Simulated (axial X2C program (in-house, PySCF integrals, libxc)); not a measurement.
# Levels of LiK⁻ by electron attachment to LiK (EOM-EA-CCSD)

Computed with an axial X2C code built on PySCF integrals: two-component X2C with atomic mean-field Coulomb and Gaunt terms, Gaussian nuclei, basis K dyall-acv3z, Li dyall-acv3z with contracted cores.

R = 3.377 Å (near the PBE0 minimum at charge 0 of the determinant lowest at the starting distance; the state shown can have its own minimum elsewhere).

Hartree–Fock spinors of LiK (one of each Kramers pair; a window near the gap, which can cut inner shells):

```tsv
ω	occupied	ε (eV)	character
1/2	yes	-26.06	100% K p
3/2	yes	-25.78	100% K p
1/2	yes	-25.77	100% K p
1/2	yes	-4.16	48% Li s, 37% K s, 9% K p
1/2	no	-0.09	52% K p, 27% K s, 15% Li p
1/2	no	0.14	92% K p, 6% Li p
3/2	no	0.14	92% K p, 6% Li p
1/2	no	0.17	66% K s, 22% Li p, 10% K p
1/2	no	0.21	78% K p, 15% K s, 4% Li p
1/2	no	0.37	85% Li p, 12% K p, 3% K d
```

Levels of LiK⁻ obtained by attaching an electron to LiK:

```json
{"Ω": "1/2", "binding energy (eV)": "0.362", "above lowest (cm⁻¹)": "0", "attached spinor": "47% K pσ, 23% K sσ, 22% Li pσ", "one-particle weight": "0.94"}
{"Ω": "1/2", "binding energy (eV)": "-0.075", "above lowest (cm⁻¹)": "3525", "attached spinor": "80% K pπ, 19% Li pπ", "one-particle weight": "0.97"}
{"Ω": "3/2", "binding energy (eV)": "-0.075", "above lowest (cm⁻¹)": "3526", "attached spinor": "80% K pπ, 19% Li pπ", "one-particle weight": "0.97"}
{"Ω": "1/2", "binding energy (eV)": "-0.088", "above lowest (cm⁻¹)": "3631", "attached spinor": "66% K sσ, 18% K pσ, 11% Li pσ", "one-particle weight": "0.98"}
{"Ω": "1/2", "binding energy (eV)": "-0.175", "above lowest (cm⁻¹)": "4331", "attached spinor": "72% K pσ, 18% K sσ, 8% Li pσ", "one-particle weight": "0.99"}
{"Ω": "1/2", "binding energy (eV)": "-0.275", "above lowest (cm⁻¹)": "5145", "attached spinor": "55% K pπ, 42% Li pπ", "one-particle weight": "0.96"}
{"Ω": "3/2", "binding energy (eV)": "-0.276", "above lowest (cm⁻¹)": "5154", "attached spinor": "56% K pπ, 41% Li pπ", "one-particle weight": "0.97"}
```

Negative binding energies belong to unbound states, resonances or levels that the basis set holds; within some tenths of an eV of zero the sign is not settled.

This point took 8.1 s on 1 thread of Arm Neoverse V2 (shared host).

Reference electrons by ω block (each with its −ω partner): 1/2: 9, 3/2: 2. 10 electrons of LiK correlated (inner shells frozen), 92 natural virtual spinors (a truncated set); levels can be off by some tenths of an eV. Roots sought by Ω: (1/2: 5, 3/2: 4, 5/2: 2, 7/2: 1); rows need 60 % one-particle weight and stop where some Ω has no more roots. Missing are any skipped roots, higher Ω and states of a further excitation; these come out far too high here and may in truth be low or lowest. T1 of the reference 0.013 (Lee–Taylor). Number of frozen shells: K 2 s, 1 p; Li 1 s.
